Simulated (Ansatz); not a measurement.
Gas-phase electronic energies from Ansatz, PBE0-D4/def2-TZVP geometries. CCSD(T)/CBS adds triple-zeta CCSD(T) − MP2 to the extrapolated MP2 energy (def2 sets, frozen cores). This one scheme is used for every species, atoms too. Functionals use def2-TZVPP. No spin–orbit coupling; open shells (•) take unrestricted orbitals. Spin–orbit coupling would lower the free atoms: a little for B, Si; clearly for Ga. For Ga outer-core shells are correlated without core-valence functions, so the limit isn't a true one: a few kJ/mol of doubt a bond, and 10 to 20 or more in all where bonds break to atoms. Scalar relativity is left out up to krypton.

Consider the atomization: `[SiH3][BH][GaH2]` → B• + Ga• + 6 H• + Si•.

`[SiH3][BH][GaH2]`:

```xyz
9

Si   -0.874   -1.093    0.773
B     0.530   -0.363   -0.462
Ga    0.919    1.638   -0.731
H    -1.377   -0.124    1.786
H    -0.440   -2.327    1.487
H    -2.022   -1.450   -0.116
H     1.128   -1.185   -1.101
H     2.016    2.381    0.122
H     0.120    2.523   -1.759
```

What is ΔE at CCSD(T)/CBS? (An estimate is asked.)

Ansatz gave: +24.93 eV.

What do these levels give: revPBE-D4, B97M-V, r2SCANh-D4, r2SCAN0-D4, CAM-B3LYP-D4, ωB97M-V, r2SCAN, CAM-B3LYP, HF/def2-SVP, CCSD(T)/def2-SVP, HF/def2-TZVPP, HF/def2-QZVPP? (Estimate.)

Computed: revPBE-D4 24.34, B97M-V 25.34, r2SCANh-D4 25.04, r2SCAN0-D4 24.96, CAM-B3LYP-D4 25.05, ωB97M-V 24.91, r2SCAN 25.07, CAM-B3LYP 24.90, HF/def2-SVP 19.35, CCSD(T)/def2-SVP 23.57, HF/def2-TZVPP 19.26, HF/def2-QZVPP 19.28 eV.

Largest T1 diagnostic among the species: 0.015.

From BLYP to BHLYP (50 % exact exchange), in def2-TZVPP and without D4, ΔE moves by +0.36 eV. The D4 term adds +0.28 eV with B3LYP and +0.15 eV with PBE0; it sums over pairs of atoms, weighted by their polarisabilities, and B3LYP, whose exchange is more repulsive, gets the larger term. In def2-TZVPP, CCSD(T) changes the Hartree–Fock value by +5.23 eV (the triples alone add +0.19 eV) and MP2 by +4.97 eV; breaking electron pairs costs correlation energy, which Hartree–Fock lacks.

B3LYP here is the variant with VWN-RPA as its local correlation; programs differ in this.

For atomizations the MP2-based limit and the directly extrapolated one differ by several kJ/mol either way, and by 10 to 25 for some Ge, Se and Sn compounds, so smaller differences from it don't rank the levels.
